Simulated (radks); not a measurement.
Lu, configuration [Xe] 4f14 5d1 6s1 7s1 (not the ground configuration).

All-electron calculation, scalar-relativistic Kohn-Sham, BLYP, spin-polarised, spherical densities, point nucleus; open shells are filled with parallel spins first (spin-orbit coupling, left out, can overturn this in heavy ions). Program: a radial shooting solver on a logarithmic mesh with Libxc functionals.

Energy parts (hartree):
part                       energy
total                 -14564.0807
kinetic                15916.9015
electron-nucleus      -35882.9384
Hartree                 5702.9083
exchange-correlation    -300.9522

Orbitals (lengths in bohr, moments of r in powers of bohr):
orbital  occ.  eigenvalue (hartree)   <1/r>      <r>
1s up       1             -2324.637   82.24  0.01932
1s down     1             -2324.637   82.24  0.01932
2s up       1             -395.8069   19.19  0.08182
2s down     1             -395.8058   19.19  0.08182
2p up       3             -348.2048   17.56  0.07291
2p down     3             -348.2039   17.56  0.07291
3s up       1             -89.78043   7.093   0.2126
3s down     1             -89.78029   7.093   0.2126
3p up       3             -75.49957   6.589   0.2123
3p down     3             -75.49940   6.588   0.2123
3d up       5             -58.36210   6.237   0.1925
3d down     5             -58.36155   6.237   0.1925
4s up       1             -17.95845   3.001   0.4779
4s down     1             -17.95784   3.001   0.4779
4p up       3             -13.27316   2.735   0.5079
4p down     3             -13.27252   2.735   0.5078
4d up       5              -7.16556   2.420   0.5476
4d down     5              -7.16459   2.421   0.5475
4f up       7              -0.47001   1.824   0.7268
4f down     7              -0.46613   1.830   0.7223
5s up       1              -2.36551   1.133    1.172
5s down     1              -2.35359   1.136    1.170
5p up       3              -1.28767  0.9343    1.398
5p down     3              -1.27011  0.9390    1.391
5d up       1              -0.18100  0.5165    2.544
5d down     0              -0.14844  0.5218    2.534
6s up       1              -0.27325  0.3759    3.347
6s down     0              -0.23674  0.3719    3.386
6p up       0              -0.11908  0.2728    4.654
6d up       0              -0.01644  0.1133    10.99
7s up       1              -0.04843  0.1336    9.169

The highest occupied level is 7s up at -1.318 eV. The configuration is held as typed, so some empty levels lie below it. Summed over all electrons, <r^2> = 146.7 bohr^2, which gives a Langevin (diamagnetic) susceptibility term of -116 x 10^-6 cm^3/mol. The density falls to 0.001 e/bohr^3 at r = 4.45 bohr. Spin moment in Bohr magnetons: 3.
